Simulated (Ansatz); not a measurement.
Born–Oppenheimer molecular dynamics of a periodic cell of 36 atoms, H5C2O2 (contents 2 CH3OH + 6 H2CO, density as packed 0.81 g/cm³ with natural masses). It starts from a partly relaxed structure (largest force component 0.27 eV/Å).

Theory: Ansatz 0.2.0, DFT PBE-D3(BJ), scalar-relativistic, plane waves, PAW. Settings: accuracy low, cutoff 420 eV, k mesh 1x1x1, fermi-dirac smearing 0.05 eV, no spin polarisation.

| Property | Result |
| --- | --- |
| ensemble | NVT, Langevin thermostat |
| time step | 0.5 fs |
| steps asked | 170 |
| set temperature | 1000 K |
| friction | 0.02 /fs |
| seed | 362452 |

First frame:

```xyz
36
Lattice="7.9370 0.0000 0.0000 0.0000 7.9370 0.0000 0.0000 0.0000 7.9370" Properties=species:S:1:pos:R:3
C 5.765 2.827 0.419
O 4.543 2.673 1.158
H 5.877 1.946 -0.233
H 4.233 3.581 1.332
H 5.734 3.717 -0.229
H 6.635 2.899 1.098
C 7.036 5.422 3.909
O 8.402 5.774 3.699
H 6.603 6.141 4.615
H 8.712 5.258 2.922
H 6.449 5.468 2.974
H 6.926 4.408 4.333
O 4.251 4.037 5.424
C 3.429 4.395 4.602
H 3.644 4.381 3.502
H 2.403 4.747 4.884
O 1.266 4.336 9.338
C 1.588 4.989 8.358
H 1.495 6.097 8.336
H 1.961 4.482 7.434
O 1.398 0.379 8.652
C 1.160 1.122 7.718
H 1.328 2.225 7.790
H 0.756 0.743 6.745
O 4.136 5.756 0.926
C 4.497 6.897 0.711
H 3.997 7.546 -0.043
H 5.355 7.344 1.264
O 0.939 1.398 4.280
C 2.025 0.870 4.145
H 2.529 0.769 3.150
H 2.594 0.470 5.027
O 5.499 0.568 5.019
C 5.917 1.220 4.085
H 6.010 2.333 4.141
H 6.215 0.759 3.109
```

Q: What does the run give?

A: All steps were run.

* steps done: 170
* time covered: 85 fs
* mean temperature over the second half: 704 K
* spread of the potential energy over the second half: 9.5 meV per atom
* mean potential energy of the second half above the start: 65.1 meV per atom

The mean temperature of the second half is 30 % below the set value. A run of 0.085 ps of so small a system gives no equilibrium averages. Limits of this set-up: coarse k mesh, low accuracy level.

Q: What happens to the structure?

A: Mean squared displacements from the first frame to the last, about the centre of mass: C 0.38 Å², O 0.49 Å², H 0.98 Å². The details hang on the random start.

Q: How do temperature and energy run in time?

A: 
| time (fs) | T (K) | potential energy less start (eV) |
| --- | --- | --- |
| 0.0 | 972 | 0.000 |
| 4.0 | 702 | 1.788 |
| 8.0 | 599 | 2.416 |
| 12.0 | 831 | 1.206 |
| 16.0 | 630 | 1.973 |
| 20.0 | 745 | 1.832 |
| 24.0 | 725 | 1.720 |
| 28.0 | 812 | 1.867 |
| 32.0 | 836 | 1.789 |
| 36.0 | 833 | 1.815 |
| 40.0 | 853 | 1.809 |
| 44.0 | 754 | 1.960 |
| 48.0 | 686 | 2.035 |
| 52.0 | 672 | 2.087 |
| 56.0 | 700 | 1.903 |
| 60.0 | 586 | 2.527 |
| 64.0 | 595 | 2.447 |
| 68.0 | 749 | 2.239 |
| 72.0 | 728 | 2.554 |
| 76.0 | 733 | 2.764 |
| 80.0 | 779 | 2.664 |
| 84.0 | 757 | 2.718 |

The run took 7.1 min on 1 thread of Arm Neoverse V2 (shared host), peak memory 0.49 GiB.
